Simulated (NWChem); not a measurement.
Species: C2H2FI; SMILES C(I)(=C)F

```xyz
6

C     -1.2162     2.0094     0.0000
C     -0.0870     1.3122     0.0000
F      1.1034     1.8813     0.0000
I      0.0233    -0.7826     0.0000
H     -2.1852     1.5138     0.0000
H     -1.1633     3.1011     0.0000
```
Atoms are numbered in this order, from 1.

Structure relaxed at the PBE0/def2-SVP level. No frequency run checked for a minimum. def2 effective core potentials on I; no spin-orbit coupling.

Symmetry labels are those of Cs in the frame above (b1 and b2, or b-type labels, depend on it).

Question: List the 4 lowest vertical singlet excitations from CAM-B3LYP/def2-SVPD with def2 effective core potentials on I, TDA (NWChem).

Answer: 
```json
[
 {"state": "S1", "energy (eV)": "4.70", "oscillator strength": "0.000", "symmetry": "a\"", "leading excitation (squared amplitude)": "HOMO → LUMO (0.95)"},
 {"state": "S2", "energy (eV)": "5.27", "oscillator strength": "0.000", "symmetry": "a'", "leading excitation (squared amplitude)": "HOMO−1 → LUMO (0.96)"},
 {"state": "S3", "energy (eV)": "6.43", "oscillator strength": "0.001", "symmetry": "a\"", "leading excitation (squared amplitude)": "HOMO−2 → LUMO (0.90)"},
 {"state": "S4", "energy (eV)": "6.57", "oscillator strength": "0.231", "symmetry": "a'", "leading excitation (squared amplitude)": "HOMO → LUMO+1 (0.91)"}
]
```
